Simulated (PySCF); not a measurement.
Si(Me)2(OH)(SH) (C₂H₈OSSi), SMILES C[Si](C)(O)S. Atoms are numbered in the order given.

```xyz
13

C     -1.5619    -1.2366    -0.2965
Si    -0.0571    -0.2676     0.2338
C      1.5171    -1.2814     0.1502
O     -0.3944     0.2481     1.7905
S      0.3137     1.4268    -1.0726
H     -2.4655    -0.6078    -0.2665
H     -1.7230    -2.0923     0.3796
H     -1.4396    -1.6185    -1.3217
H      1.4397    -2.1547     0.8182
H      2.3960    -0.6928     0.4587
H      1.6967    -1.6464    -0.8739
H      0.2197     0.8918     2.1639
H     -0.9195     1.9619    -0.9152
```
Charge 0, spin multiplicity 1.

The structure is a stationary point at B3LYP-D3(BJ)/def2-SVP. One conformer was computed; it need not be the lowest.

Computed with SMD-B3LYP/6-31G* run with PySCF.

Solvation free energies are E(SMD) − E(gas) at the gas-phase geometry, for 1 M in both phases. In vacuum the dipole moment is 0.99 D.

Computed solvation free energies in water, tetrahydrofuran, methanol:
| solvent | ΔG(solv) (kcal/mol) | its non-electrostatic (CDS) part | dipole (D) |
|---|---|---|---|
| water | -4.4 | 3.7 | 1.18 |
| tetrahydrofuran | -5.4 | -1.2 | 1.24 |
| methanol | -7.7 | 0.1 | 1.17 |
